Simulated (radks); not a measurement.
Q: The mean radii <r> (bohr) of the occupied orbitals of an atom or ion are listed with their occupations. Calculated with a radial shooting solver on a logarithmic mesh with Libxc functionals: Dirac Kohn-Sham, Slater X-alpha with alpha = 0.804, spin-unpolarised, spherical densities, finite nucleus; Fermi nuclear charge, rms radius of each element as measured or else 0.836 A^(1/3) + 0.57 fm.

| orbital | occ. | <r> |
|---|---|---|
| 1s1/2 | 2 | 0.01744 |
| 2s1/2 | 2 | 0.07291 |
| 2p1/2 | 2 | 0.06009 |
| 2p3/2 | 4 | 0.06839 |
| 3s1/2 | 2 | 0.1897 |
| 3p1/2 | 2 | 0.1797 |
| 3p3/2 | 4 | 0.1950 |
| 3d3/2 | 4 | 0.1700 |
| 3d5/2 | 6 | 0.1747 |
| 4s1/2 | 2 | 0.4223 |
| 4p1/2 | 2 | 0.4253 |
| 4p3/2 | 4 | 0.4591 |
| 4d3/2 | 4 | 0.4698 |
| 4d5/2 | 6 | 0.4810 |
| 5s1/2 | 2 | 0.9729 |
| 4f5/2 | 6 | 0.5256 |
| 5p1/2 | 2 | 1.056 |
| 4f7/2 | 8 | 0.5331 |
| 5p3/2 | 4 | 1.154 |
| 5d3/2 | 2.8 | 1.561 |
| 5d5/2 | 4.2 | 1.614 |

Name the element and its charge. Open shells, if any, are shared by 2j + 1.

A: Z = 77, iridium, charge +2: Ir2+ in [Xe] 4f14 5d7. The 1s radius gives Z: for a bare nucleus <r> = (2 gamma + 1)/(2Z) with gamma = sqrt(1 - (Z/c)^2), 0.01724 bohr for Z = 77, and screening makes it slightly larger (0.01744 here). The occupations add up to 75, and the charge is Z minus that.
